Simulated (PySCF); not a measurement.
Al(F)(H)(Ph), SMILES [F][AlH][c]1ccccc1, singlet (PBE0/def2-SVP optimised geometry):

```
14

Al    -2.469    -0.004     0.000
F     -3.230    -1.490    -0.002
H     -3.379     1.289     0.000
C     -0.533    -0.004     0.000
C      0.200    -1.206     0.010
C      1.594    -1.201     0.008
C      2.285     0.011    -0.005
C      1.583     1.215    -0.016
C      0.188     1.204    -0.013
H     -0.328    -2.165     0.020
H      2.145    -2.145     0.017
H      3.379     0.016    -0.007
H      2.124     2.165    -0.026
H     -0.345     2.161    -0.021
```

Level of theory: PBE0/def2-TZVP (PySCF 2.14.0).

Problem. What are the frontier orbital energies and the dipole moment?

Solution. HOMO-2 -8.23 eV, HOMO-1 -7.59 eV, HOMO -7.50 eV, LUMO -1.47 eV, LUMO+1 -0.48 eV; dipole moment 2.19 D.

On the same geometry PBE/def2-TZVP run with PySCF 2.14.0 gives HOMO-2 -6.89 eV, HOMO-1 -6.64 eV, HOMO -6.53 eV, LUMO -2.25 eV, LUMO+1 -1.41 eV; dipole moment 2.16 D.

Meta-Löwdin charges at PBE0/def2-TZVP: Al1 0.93, F2 -0.55, H3 -0.15, C4 -0.29, C5 -0.10, C6 -0.12, C7 -0.11, C8 -0.12, C9 -0.10, H10 0.12, H11 0.12, H12 0.12, H13 0.12, H14 0.11.
